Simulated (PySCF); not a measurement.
ZrH4, SMILES [ZrH4], multiplicity 1.

Geometry optimised at r2SCAN-D4/def2-TZVPD. The multiplicity is an assumed one; other spin states were not compared. The def2 effective core potentials stand for the cores of Zr; spin–orbit coupling is left out.

Method: PySCF with B3LYP/def2-TZVPD.

Symmetry labels are those of the subgroup D2 that the program uses (full group Td).

**Question.** List the valence orbital energies around the gap with their symmetry. (An estimate is asked for; the answer gives what the named calculation found.)

**Answer.** 
```
orbital  symmetry  energy (eV)
-------  --------  -----------
HOMO−7          A       -58.79
HOMO−6         B1       -35.16
HOMO−5         B2       -35.16
HOMO−4         B3       -35.16
HOMO−3          A        -9.05
HOMO−2         B1        -8.34
HOMO−1         B2        -8.34
HOMO           B3        -8.34
LUMO            A        -2.74
LUMO+1          A        -2.74
LUMO+2         B1        -1.91
LUMO+3         B3        -1.91
```
